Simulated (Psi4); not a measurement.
CH3, charge -1, singlet, at a GFN2-xTB geometry (a gas-phase anion, which may not be bound at this level). Base run: Psi4 with CCSD(T)/6-31G.

The Psi4 input:
```
memory 2 GB

molecule mol {
-1 1
  C     0.094435    0.098442    0.100706
  H    -0.627209   -0.621425    0.624633
  H     0.663992   -0.608499   -0.598808
  H    -0.603395    0.639270   -0.630059
}

set basis 6-31g
set reference rhf

energy('ccsd(t)')
print_variables()
```

The base run was repeated with changes; each row names its change, and settings that it needs were set with it.

| change | ΔE vs base (mEh) | MP2 correlation (Eh) | basis functions |
|---|---|---|---|
| base | 0.000 | -0.09795 | 15 |
| method = mp2.5 | … | -0.09792 | 15 |
| scf_type = pk; mp2_type = conv | 0.000 | -0.09795 | 15 |
| method = scs-mp2 | … | -0.09795 | 15 |
| puream = on | 0.000 | -0.09795 | 15 |
| method = mp2 | … | -0.09792 | 15 |
| freeze_core = on | 1.122 | -0.09676 | 15 |
| method = mp4 | 1.489 | -0.09795 | 15 |
| method = qcisd(t) | -0.083 | -0.09795 | 15 |
| method = cepa(1) | 2.156 | -0.09795 | 15 |

**Question.** What belongs in the gaps?

**Answer.** 
- method = mp2.5, ΔE vs base (mEh): 13.332
- method = scs-mp2, ΔE vs base (mEh): 14.501
- method = mp2, ΔE vs base (mEh): 19.291

A gas-phase anion may not be bound at this level; its values then depend on the basis.
